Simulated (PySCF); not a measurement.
Computed shifts of a molecule C₄H₇FSi, PBE0/pcSseg-1 in PySCF, GIAO, gas phase, atoms alike by connectivity averaged where their shifts nearly agree, in ppm (number of nuclei): ¹³C: 170.6 (1), 155.8 (1), 92.6 (1), -0.8 (1). ²⁹Si: 1.5 (1). ¹⁹F: -235.2 (1). ¹H: 7.79 (1), 7.11 (1), 5.65 (1), 5.60 (1), 0.88 (3). References: ¹³C against TMS (σ = 186.3 ppm); ²⁹Si against TMS (σ = 352.7 ppm); ¹⁹F against CFCl3 (σ = 167.2 ppm); ¹H against TMS (σ = 31.56 ppm), references at their B3LYP-D3(BJ)/def2-TZVP geometries, non-relativistic. Coordinates come from a TPSSh-D3(BJ)/def2-SVP optimisation. The values are those of a single conformer.

Which structure fits?
(A) FC1=CC[SiH2]C1
(B) C=C1[SiH2]C[C@H]1F
(C) C[Si@H]1C=C[C@H]1F
(D) C[C@H]1C=C(F)[SiH2]1

C, C[Si@H]1C=C[C@H]1F
